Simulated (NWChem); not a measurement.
# SnSiH3Br, singlet; SMILES [Br][Sn][SiH3]

```xyz
6

Sn     0.7749    -0.5427    -0.3779
Br    -0.4178     1.5684     0.4795
Si    -1.5095    -1.9398    -0.0664
H     -1.4073    -3.3974    -0.4544
H     -2.6023    -1.3192    -0.9036
H     -1.9461    -1.8807     1.3781
```
Atoms are numbered in this order, from 1.

Level: PBE-D3(BJ)/def2-SVP with def2 effective core potentials on Sn (NWChem), optimised geometry, unscaled harmonic frequencies. Low-valent species are run as closed-shell singlets; no triplet was tried in these runs. This build's default masses of Se (78.918 u) and Br (79.917 u) are each other's, which moves their modes by up to 0.6 %. def2 effective core potentials on Sn; no spin-orbit coupling.

```csv
frequency (cm⁻¹),IR intensity (km/mol)
74,0.2
75,0.9
233,24.2
262,13.9
326,11.8
411,6.4
797,267.7
890,38.2
901,26.1
2116,86.0
2137,86.0
2142,77.1
```

```json
{
 "zero_point_energy": "14.8 kcal/mol",
 "thermal correction to the enthalpy at 298.15 K (with zero-point energy)": "19.3 kcal/mol",
 "heat capacity Cv": "18.2 cal/(mol K)",
 "entropy at 298.15 K and 1 atm (symmetry number 1)": "85.3 cal/(mol K)"
}
```

Rigid rotor and harmonic oscillator; modes under 100 cm⁻¹ make the entropy uncertain.
